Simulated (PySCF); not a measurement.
C4H5NSi, SMILES [C@H](C#N)(C#C)[SiH3].

Geometry: ωB97X-D3(BJ)/def2-SVP. The structure was generated by enumeration; whether it is a known compound was not checked.

Method: PySCF 2.14.0 with ωB97X-D3(BJ)/def2-SVP.

Frequencies are harmonic and unscaled.

```csv
mode,ν (cm⁻¹),IR (km/mol),moving atoms (share of kinetic energy)
1,123,1.5,"C 46 %, Si 19 %, N 18 %, H 17 %"
2,131,2.9,"N 35 %, C 23 %, Si 22 %, H 21 %"
3,159,0.5,"H 80 %, C 10 %"
4,165,1.4,"C 50 %, H 22 %, N 21 %"
5,369,8.8,"C 78 %, H 11 %, N 11 %"
6,434,18.8,"C 74 %, H 18 %"
7,464,2.5,"C 63 %, H 14 %, Si 12 %, N 11 %"
8,549,18.0,"H 50 %, C 31 %, Si 17 %"
9,590,1.1,"C 71 %, N 15 %, H 13 %"
10,656,25.4,"H 76 %, C 11 %, Si 11 %"
11,724,33.4,"H 76 %, C 24 %"
12,759,32.8,"H 75 %, C 25 %"
13,778,11.6,"C 51 %, H 39 %, Si 9 %"
14,929,261.7,"H 90 %, Si 10 %"
15,953,40.7,"H 84 %, C 12 %"
16,955,50.2,H 96 %
17,974,14.0,"C 59 %, H 33 %"
18,1069,0.9,"C 56 %, H 36 %"
19,1119,28.0,"H 65 %, C 34 %"
20,1302,0.4,"H 59 %, C 40 %"
21,2274,9.9,"C 84 %, H 16 %"
22,2281,64.1,H 93 %
23,2290,96.1,H 95 %
24,2302,76.4,H 96 %
25,2431,19.4,"C 62 %, N 38 %"
26,3099,2.9,H 92 %
27,3484,81.0,"H 85 %, C 15 %"
```
